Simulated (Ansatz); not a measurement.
One change: `Br[SiH]1BC1` becomes `C[Si]1(Br)BC1`.

Ansatz, PBE0-D4/def2-TZVP geometries, multiplicity 1. 

Scalar relativity is left out up to krypton.

```csv
property,`Br[SiH]1BC1`
size of the dipole moment (ωB97M-V/def2-TZVPP) / D,1.32
HOMO–LUMO gap (B3LYP/def2-TZVPP) / eV,5.24
LUMO energy (PBE0/def2-TZVPP) / eV,-1.54
LUMO energy (ωB97M-V/def2-TZVPP) / eV,0.41
HOMO energy (PBE0/def2-TZVPP) / eV,-7.15
size of the dipole moment (B3LYP/def2-TZVPP) / D,1.32
```

Question: Give the same properties after the change, and the shifts. (Best estimate.)

Answer: Ansatz gave: 
```
                                          property  `C[Si]1(Br)BC1`  shift
size of the dipole moment (ωB97M-V/def2-TZVPP) / D             2.28   0.96
             HOMO–LUMO gap (B3LYP/def2-TZVPP) / eV             5.19  -0.05
                LUMO energy (PBE0/def2-TZVPP) / eV            -1.33   0.21
             LUMO energy (ωB97M-V/def2-TZVPP) / eV             0.62   0.21
                HOMO energy (PBE0/def2-TZVPP) / eV            -6.88   0.27
  size of the dipole moment (B3LYP/def2-TZVPP) / D             2.25   0.93
```

With PBE0 the HOMO rises by 0.27 eV and the LUMO rises by 0.21 eV, so the gap narrows by about 0.06 eV. PBE moves the HOMO by 0.27 eV and ωB97M-V by 0.26 eV. Dipoles are sizes alone; their direction can turn.

B3LYP here is the variant with VWN-RPA as its local correlation; programs differ in this.

Spin–orbit coupling is left out; it splits and shifts lone-pair levels of the heavy atoms by tenths of an eV.
